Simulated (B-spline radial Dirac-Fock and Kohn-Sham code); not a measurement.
## Run log: Pm

ΔSCF core binding energies without Breit or QED terms, calculated with a radial B-spline solver. Keys: rel is the Hamiltonian (dirac, or spin-free x2c and nr, where L3 and M5 stand for the whole 2p and 3d shells), method is hf or an exchange,correlation pair (spin-unpolarised, also for the hole states), nuc the nuclear model, radius_factor scales its radius, rmax is the box in bohr, h the logarithmic mesh step, order the B-spline order, points the quadrature points per cell, c_factor scales the speed of light, and damp, ndamp, maxit and tol steer the iteration. The run stops when the commutator error falls below 10·tol·max(1, Z/10), or the numerical noise floor, and the energy has settled to about 1e-8 Ha; the virial ratio is −V/T.

Input (task.json):

```json
{"items": [{"Z": 61, "q": 0, "cfg": [[1, 0, 2], [2, 0, 2], [2, 1, 6], [3, 0, 2], [3, 1, 6], [3, 2, 10], [4, 0, 2], [4, 1, 6], [4, 2, 10], [4, 3, 5], [5, 0, 2], [5, 1, 6], [6, 0, 2]], "A": 145, "rrms": 4.962, "do": "settings", "holes": ["K", "L3", "M5"],
  "settings": [{"rel": "dirac", "method": "hf", "nuc": "fermi", "radius_factor": 1.0, "rmax": 45.0, "h": 0.3, "order": 8, "points": 10, "c_factor": 1.0, "maxit": 89, "damp": 0.5, "ndamp": 3, "tol": 1e-08, "cfg": "1s2 2s2 2p6 3s2 3p6 3d10 4s2 4p6 4d10 4f5 5s2 5p6 6s2 6p2"}]}]}
```

Command: `python xray2_run.py task.json out`

Ground-state iterations:

```
iter   energy (Ha)        error
   1   -10006.14570038  2.02e+00
   2   -10006.61922183  9.13e-01
   3   -10020.74473428  2.38e-01
   4   -10021.95567979  5.59e-02
   5   -10022.02866477  3.91e-02
   6   -10022.05003914  9.12e-03
   7   -10022.05201275  4.49e-03
   8   -10022.05241024  3.97e-04
   9   -10022.05241301  4.21e-05
  10   -10022.05241310  1.06e-05
  11   -10022.05241311  1.23e-06
  12   -10022.05241311  3.40e-07
```

The ground state converged in 12 iterations, with total energy -10022.05241 Ha, virial ratio 1.92494 and highest orbital energy 0.94 eV. Holes are computed only in closed shells, and unreliable hole states are left out.

Task: One setting is unsound. Which, and why?

Result: cfg describes an anion whose outer electrons are not bound. With the default settings (Dirac Hartree-Fock): The ground state converged in 13 iterations, with total energy -10022.09236 Ha, virial ratio 1.92494 and highest orbital energy -4.80 eV. ΔSCF binding energies: K (1s) 45371.2 eV, L3 (2p3/2) 6478.1 eV, M5 (3d5/2) 1033.8 eV.
